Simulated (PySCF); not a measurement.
C3H4O3, SMILES O=C1OCCO1. Atoms are numbered in the order given.

```xyz
10

O      0.0000     0.0000     2.0446
C      0.0000     0.0000     0.8567
O      0.0000    -1.1111     0.0784
C      0.0000    -0.7728    -1.3026
C      0.0000     0.7728    -1.3026
O      0.0000     1.1111     0.0784
H      0.8947    -1.2009    -1.7798
H     -0.8947    -1.2009    -1.7798
H     -0.8947     1.2009    -1.7798
H      0.8947     1.2009    -1.7798
```

Coordinates come from a B3LYP-D3(BJ)/def2-SVP optimisation. A frequency run showed that this geometry is not a minimum. The values are those of a single conformer.

All values below come from TDDFT-CAM-B3LYP/def2-SVPD in PySCF.

Vertical excitations. Gas-phase values at a fixed geometry. State labels are in the subgroup C2v.

```
state  symmetry  energy (eV)  λ (nm)      f                                                main pairs
-----  --------  -----------  ------  -----  --------------------------------------------------------
S1           A2         7.11     174  0.000                        HOMO→LUMO+3 68 %, HOMO→LUMO+4 29 %
S2           A2         7.95     156  0.000                      HOMO−1→LUMO 78 %, HOMO−1→LUMO+1 15 %
S3           B2         8.22     151  0.014                          HOMO→LUMO 65 %, HOMO→LUMO+1 30 %
S4           B1         8.23     151  0.010                      HOMO−2→LUMO 69 %, HOMO−2→LUMO+1 24 %
S5           A2         8.55     145  0.000                      HOMO−1→LUMO+1 77 %, HOMO−1→LUMO 16 %
S6           B2         8.78     141  0.061                                        HOMO−1→LUMO+3 84 %
S7           A1         9.04     137  0.295                    HOMO−2→LUMO+3 64 %, HOMO−2→LUMO+4 26 %
S8           B1         9.14     136  0.024  HOMO−2→LUMO+1 60 %, HOMO−1→LUMO+2 20 %, HOMO−2→LUMO 15 %
S9           B2         9.31     133  0.010                          HOMO→LUMO+1 63 %, HOMO→LUMO 33 %
S10          B1         9.48     131  0.003                      HOMO−1→LUMO+2 71 %, HOMO−2→LUMO 12 %
T1           A2         6.65     186      0                        HOMO→LUMO+3 68 %, HOMO→LUMO+4 29 %
T2           A1         6.73     184      0                    HOMO−2→LUMO+3 65 %, HOMO−2→LUMO+4 27 %
T3           A2         7.68     161      0                      HOMO−1→LUMO 65 %, HOMO−1→LUMO+1 23 %
T4           B2         7.95     156      0                    HOMO−1→LUMO+3 71 %, HOMO−1→LUMO+4 21 %
```
Triplets are in the Tamm–Dancoff approximation, which puts them higher than full response would, so one can lie above its singlet here.
